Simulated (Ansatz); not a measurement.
A nudged elastic band was laid between two geometries of CH₈N₂O₂Si (14 atoms, charge 0, multiplicity 1).

Method: Ansatz 0.2.0, RKS PBE0-D4/def2-mTZVP.

```yaml
movable_images: 5
climbing_image: yes
spring: 5.0 eV/Å²
optimiser: quadratic models (default)
start_path: IDPP
force_threshold: 0.05 eV/Å
iteration_limit: 46
end_points: relaxed
```

Image 0:

```xyz
14
Properties=species:S:1:pos:R:3
N 0.097 -1.305 -1.342
C 0.213 -0.571 -0.108
N 1.313 -0.982 0.721
O -1.002 -0.730 0.597
O 0.422 0.768 -0.440
Si -0.545 1.981 0.165
H 0.877 -1.039 -1.934
H 0.197 -2.298 -1.151
H 1.435 -0.302 1.466
H 1.082 -1.867 1.164
H -1.693 -0.808 -0.076
H 0.036 3.215 -0.417
H -1.962 1.853 -0.266
H -0.483 2.057 1.649
```

Image 6:

```xyz
14
Properties=species:S:1:pos:R:3
N 1.121 -1.387 -0.514
C -0.068 -0.627 -0.235
N -0.289 -0.535 1.182
O -1.248 -1.168 -0.788
O 0.129 0.646 -0.784
Si 0.027 1.969 0.242
H 1.482 -1.116 -1.422
H 0.885 -2.373 -0.547
H -1.195 -0.903 1.440
H 0.450 -0.991 1.699
H -1.341 -0.786 -1.669
H 0.264 3.092 -0.704
H -1.315 2.151 0.851
H 1.087 1.998 1.279
```

Q: Which bonds break or form, and what moves?

A: No bond is made or broken. The height of N1 over the plane of its neighbours goes from 0.40 to -0.39 Å.

Q: What energy profile does the band end with?

A: The forces met the threshold. The highest image is number 2 of 0 to 6, 0.094 eV above the first end and 0.169 eV above the last; the last end lies 0.076 eV below the first. A vibrational analysis at the climbing image gives one clearly imaginary mode, 94i cm⁻¹: a first-order saddle point.

| image | path coordinate (Å) | energy (eV) | height of N1 over the plane of its neighbours (Å) |
| --- | --- | --- | --- |
| 0 | 0.00 | 0.000 | 0.40 |
| 1 | 1.44 | 0.045 | 0.40 |
| 2 | 2.87 | 0.094 | 0.38 |
| 3 | 3.61 | 0.074 | 0.37 |
| 4 | 4.34 | 0.023 | 0.35 |
| 5 | 5.07 | 0.006 | -0.30 |
| 6 | 5.81 | -0.076 | -0.39 |

Q: What is the geometry of the highest image?

A: 
```xyz
14
Properties=species:S:1:pos:R:3
N 0.562 -1.398 -1.291
C -0.003 -0.619 -0.227
N 0.692 -0.766 1.028
O -1.339 -1.012 -0.052
O 0.069 0.709 -0.658
Si -0.236 2.080 0.222
H 1.517 -1.099 -1.454
H 0.570 -2.379 -1.034
H 0.145 -0.333 1.769
H 0.737 -1.753 1.260
H -1.751 -0.967 -0.926
H -0.201 3.187 -0.761
H -1.569 2.018 0.881
H 0.794 2.303 1.272
```

Q: What are the harmonic wavenumbers there?

A: 94i, 88, 167, 220, 253, 380, 405, 487, 496, 558, 588, 717, 723, 770, 879, 904, 942, 958, 966, 981, 1079, 1098, 1119, 1316, 1385, 1412, 1685, 1717, 2226, 2231, 2266, 3500, 3538, 3588, 3630, 3816 cm⁻¹.

The band took 28 iterations and about 22 core-minutes.

The run took 11 min on 2 threads of Arm Neoverse V2, on a shared host, peak memory 0.41 GiB.
